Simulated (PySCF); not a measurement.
Zn(Br)(OSiH3) (BrH3OSiZn), SMILES [SiH3][O][Zn][Br]. Atoms are numbered in the order given.

```xyz
7

Zn     0.1820     0.0868     0.0000
Br    -0.1218    -2.1176     0.0000
O      0.5226     1.8197     0.0000
Si    -0.2721     3.2674     0.0000
H     -1.1451     3.4187     1.2037
H      0.7230     4.3739     0.0000
H     -1.1451     3.4187    -1.2037
```

Geometry: TPSSh-D3(BJ)/def2-SVP. The structure was generated by enumeration; whether it is a known compound was not checked. Other conformers were not sampled.

Two levels are set side by side: PBE/pcSseg-1 (PySCF) and PBE0/pcSseg-1 (PySCF). GIAO shifts against H2O (¹⁷O), TMS (²⁹Si), TMS (¹H) at the same level; non-relativistic, no solvent, atoms listed together averaged. Without spin–orbit terms, shifts of atoms bonded to Cl or Br come out too high at both levels. Differences are taken from unrounded values.

```tsv
quantity	PBE0	PBE	PBE minus PBE0
δ(¹⁷O) of O3 (ppm)	5.2	29.9	24.7
δ(²⁹Si) of Si4 (ppm)	-32.5	-32.1	0.4
δ(¹H) of H5, H6, H7 (ppm)	5.48	5.75	0.27
```

Rough cost on one machine, each run with all the roots and properties that it gave: PBE0 against PBE within a factor of 2.
